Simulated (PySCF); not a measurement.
**The potential of point charges around `C=C(C#N)C[Si@@H](C)P`**

Species: `C=C(C#N)C[Si@@H](C)P`. Coordinates (GFN2-xTB, Å) and charges (e) from the PBE0/pcSseg-1 density (PySCF):

| atom | x | y | z | Mulliken | IAO | Hirshfeld | ESP-fitted |
| --- | --- | --- | --- | --- | --- | --- | --- |
| C1 | 2.247 | 0.120 | 1.233 | +0.0001 | -0.2917 | -0.0716 | -0.3433 |
| C2 | 1.748 | 0.416 | 0.031 | -0.4365 | -0.0220 | +0.0190 | -0.1008 |
| C3 | 2.052 | 1.661 | -0.571 | +0.1715 | +0.1359 | +0.0804 | +0.4468 |
| N4 | 2.287 | 2.663 | -1.077 | -0.2409 | -0.2392 | -0.2186 | -0.4761 |
| C5 | 0.811 | -0.454 | -0.734 | -0.3686 | -0.5307 | -0.1530 | -0.3688 |
| Si6 | -1.001 | 0.067 | -0.344 | +0.5634 | +0.7482 | +0.3252 | +0.5745 |
| C7 | -2.197 | -1.208 | -1.091 | -0.6120 | -0.7115 | -0.2111 | -0.5298 |
| P8 | -1.150 | -0.027 | 1.899 | -0.2246 | -0.1228 | -0.0258 | -0.3875 |
| H9 | 2.891 | 0.800 | 1.763 | +0.1307 | +0.1700 | +0.0602 | +0.1862 |
| H10 | 2.026 | -0.820 | 1.709 | +0.1298 | +0.1634 | +0.0550 | +0.1872 |
| H11 | 0.961 | -1.494 | -0.444 | +0.1604 | +0.1613 | +0.0503 | +0.1528 |
| H12 | 0.998 | -0.366 | -1.803 | +0.1649 | +0.1661 | +0.0503 | +0.1523 |
| H13 | -1.240 | 1.398 | -0.927 | -0.0157 | -0.1148 | -0.0775 | -0.1335 |
| H14 | -2.079 | -2.179 | -0.617 | +0.1478 | +0.1584 | +0.0431 | +0.1457 |
| H15 | -3.227 | -0.897 | -0.951 | +0.1466 | +0.1613 | +0.0449 | +0.1388 |
| H16 | -2.030 | -1.333 | -2.156 | +0.1456 | +0.1609 | +0.0470 | +0.1239 |
| H17 | -0.647 | 1.243 | 2.120 | +0.0721 | +0.0065 | -0.0098 | +0.1128 |
| H18 | -2.459 | 0.414 | 1.948 | +0.0654 | +0.0006 | -0.0083 | +0.1188 |

Points outside the species (Å): A (-4.1, 3.8, 3.9); B (-1.1, 0.0, 6.2); C (-6.9, 2.6, 3.1); D (-2.8, 2.6, 8.8).

Problem. Find the potential V = 14.3996 V·Å × Σ q/r of each set of charges at these points.

Solution. In volts:

```
point  nearest atom  distance (Å)  Mulliken     IAO  Hirshfeld  ESP-fitted
    A           H18          4.24    +0.117  +0.045     +0.022      +0.072
    B           H17          4.29    +0.066  +0.044     +0.078      -0.031
    C           H18          5.08    +0.114  +0.061     +0.038      +0.081
    D           H17          7.15    +0.045  +0.023     +0.025      +0.014
```

Problem. How far are the other sets from the ESP-fitted one at these points?

Solution. Root-mean-square difference: IAO 0.042 V, Mulliken 0.058 V, Hirshfeld 0.064 V. The ESP scheme is a least-squares fit of atom-centred charges to the potential on four shells outside the van der Waals surface, with the total charge fixed.

Problem. What energy would a point charge of +2 e have at C in the field of the ESP charges, leaving out polarisation?

Solution. +0.162 eV = +15.6 kJ/mol, a repulsion.

One conformer (not necessarily the lowest) at the GFN2-xTB geometry, without solvent, vibrations or thermal averaging.

Conformer computed: `[CH2:1]=[C:2]([C:3]#[N:4])[CH2:5][Si@@H:6]([CH3:7])[PH2:8]`: C1–C2–C5–Si6 93°, C2–C5–Si6–C7 -171°, H–P8–Si6–C5 85°, H–P8–Si6–C5 178°.
